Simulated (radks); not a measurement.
The numbers below are computed, except where a source is named.
Q: Co, configuration [Ar] 3d7 4s2 (the NIST ground configuration). Code: a radial shooting solver on a logarithmic mesh with Libxc functionals. Model: Dirac Kohn-Sham, HCTH/407, spin-unpolarised, spherical densities, point nucleus; open shells fill j = l - 1/2 first. Some entries of the table are withheld. Estimate them.

| orbital | occ. | eigenvalue (Ry) | <r> (bohr) | <1/r> (bohr^-1) |
|---|---|---|---|---|
| 1s1/2 | 2 | -557.6612 | 0.05623 | 27.01 |
| 2s1/2 | 2 | -66.17260 | (1) | 5.841 |
| 2p1/2 | 2 | -57.48369 | 0.2226 | 5.791 |
| 2p3/2 | 4 | -56.39300 | 0.2257 | 5.680 |
| 3s1/2 | 2 | -7.57260 | 0.7728 | (2) |
| 3p1/2 | 2 | (3) | 0.8078 | 1.710 |
| 3p3/2 | 4 | (4) | 0.8174 | 1.684 |
| 3d3/2 | 4 | -0.64590 | 1.052 | 1.300 |
| 3d5/2 | 3 | -0.63149 | 1.059 | 1.293 |
| 4s1/2 | 2 | -0.40197 | 2.930 | 0.4470 |

A: 
(1) 2s1/2 <r> (bohr): 0.2552
(2) 3s1/2 <1/r> (bohr^-1): 1.838
(3) 3p1/2 eigenvalue (Ry): -4.96534
(4) 3p3/2 eigenvalue (Ry): -4.82895
